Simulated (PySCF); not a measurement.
Compound: C₄H₉O₂P.
SMILES with atom numbers: `[CH3:1][P@@:2](=[O:3])([OH:4])[CH:5]1[CH2:6][CH2:7]1`

Structure used (GFN2-xTB), in Å, numbered top down from 1:
```xyz
16
C4H9O2P angstrom
C      2.0150   -0.9245   -0.2523
P      0.9483    0.4752    0.2502
O      1.5231    1.3769    1.2564
O      0.6766    1.2558   -1.1384
C     -0.6620   -0.2560    0.6731
C     -1.6443   -0.5493   -0.4171
C     -1.8825    0.5982    0.5063
H      2.1473   -1.5890    0.5964
H      2.9831   -0.5231   -0.5424
H      1.5739   -1.4651   -1.0829
H      0.9527    2.1643   -1.0023
H     -0.6162   -0.9184    1.5277
H     -2.2631   -1.4290   -0.3218
H     -1.3471   -0.3243   -1.4301
H     -2.6630    0.5197    1.2480
H     -1.7494    1.5975    0.1177
```

Definitions: NICS(0) = −σiso at the ring centroid; NICS(1) = −σiso and NICS(1)zz = −σzz at ±1 Å along the ring normal z. Level: GIAO PBE0/pcSseg-1 (PySCF, non-relativistic, gas phase) on the GFN2-xTB geometry, one conformer.

Ring bond lengths (Å), with Mayer bond orders in brackets: C5–C6 1.496 (0.92), C6–C7 1.492 (0.97), C7–C5 1.499 (0.94).

Problem. What do the NICS probes read (ppm)?

Solution. 
```tsv
ring	type	NICS(0)	NICS(1), two faces	NICS(1)zz, two faces	rms pucker (Å)	centre to ring atoms, mean (Å)
C5–C6–C7	3-membered carbocycle; formal bonds all single	-44.4	-9.3 / -8.7	-25.4 / -24.5	0.00	0.86
```

Problem. What can be read from them?

Solution. 
- C5–C6–C7: mean NICS(1)zz -24.9 ppm, shielded. C5, C6, C7 have four or more neighbours; no verdict on aromaticity is drawn. NICS(0) lies 35 ppm below the mean NICS(1).
